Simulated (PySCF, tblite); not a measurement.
Isomers of C3H3F2NSi, one GFN2-xTB conformer each. Single-point energies are computed at PBE0/pcSseg-1 (PySCF, gas phase, no added dispersion term), electronic only.

Question: Rank them by PBE0/pcSseg-1 energy, lowest first (kcal/mol).
A. `[N:1]#[C:2]/[CH:3]=[CH:4]\[SiH:5]([F:6])[F:7]` with C3–C4–Si5–F6 130°
B. `[N:1]#[C:2]/[CH:3]=[CH:4]/[SiH:5]([F:6])[F:7]` with C3–C4–Si5–F6 -12°

Answer: B (0.0), A (1.0).

Neighbours under 2.5 kcal/mol apart (N#C/C=C/[SiH](F)F and N#C/C=C\[SiH](F)F) can change places with a better method, another conformer or zero-point energy. N#C/C=C/[SiH](F)F and N#C/C=C\[SiH](F)F are stereoisomers, 1.0 kcal/mol apart in the conformers taken. GFN2-xTB itself gives, in the same order: 0.0, 0.0. Both levels put the same isomer lowest.

Which frontier levels, dipoles and rotational constants go with these structures?

```
           SMILES  HOMO (eV, PBE0/pcSseg-1)  LUMO (eV)  dipole (D)       A, B, C (MHz)
N#C/C=C/[SiH](F)F                     -8.97      -2.56        2.76  6086, 932.8, 854.9
N#C/C=C\[SiH](F)F                     -9.03      -2.56        2.74    4203, 1152, 1133
```

What happens when harmonic zero-point energies from GFN2-xTB frequencies are added?

| SMILES | ZPE (kcal/mol) | electronic (kcal/mol) | with ZPE (kcal/mol) |
| --- | --- | --- | --- |
| N#C/C=C/[SiH](F)F | 33.9 | 0.0 | 0.0 |
| N#C/C=C\[SiH](F)F | 34.0 | 1.0 | 1.0 |

The zero-point energies span 0.1 kcal/mol. The order is unchanged.
